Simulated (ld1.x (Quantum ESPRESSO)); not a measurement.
**Xe: what ld1.x (Quantum ESPRESSO) 7.5 does with a changed input**

Command:

```bash
ld1.x < Xe.in > Xe.out
```

Input:

```
&input
   title='Xe', zed=54., rel=1, dft='PBE', iswitch=3, isic=1,
   config='[Xe] 5d-2',
   nld=3, rlderiv=1.65, eminld=-3.0, emaxld=5.0, deld=0.02
 /
 &inputp
   pseudotype=2, tm=.true., lloc=0,
   nlcc=.true., new_core_ps=.true., rcore=1.05,
   file_pseudopw='Xe.UPF', file_wfcaegen='ae.wfc', file_wfcncgen='nc.wfc', file_beta='beta', file_chi='chi'
 /
3
5P  2  1   6.00   0.00  1.50  1.50  0.0
5D  3  2  -2.00  -0.10  1.15  1.15  0.0
5S  1  0   2.00   0.00  1.30  1.30  0.0
 &test
   configts(1)='5s2 5p6'
 /
```

This is an input that runs to its end, with one change: self-interaction correction asked for in a generation. The unchanged file is no sound one. Note: ghost states, extra bound levels that the all-electron valence spectrum of the same l lacks: d at -185672.0 eV, p at -769.3 eV. A true bound ghost makes a file unfit for plane-wave use.

How does the run end?

The program refuses the input: "ld1_readin: SIC available with all-electron only".

```
Program LD1 v.7.5

 %%%%%%%%%%%%%%%%%%%%%%%%%%%%%%%%%%%%%%%%%%%%%%%%%%%%%%%%%%%%%%%%%%%%%%%%%%%%%%
     Error in routine ld1_readin (1):
     SIC available with all-electron only
 %%%%%%%%%%%%%%%%%%%%%%%%%%%%%%%%%%%%%%%%%%%%%%%%%%%%%%%%%%%%%%%%%%%%%%%%%%%%%%

     stopping ...
```
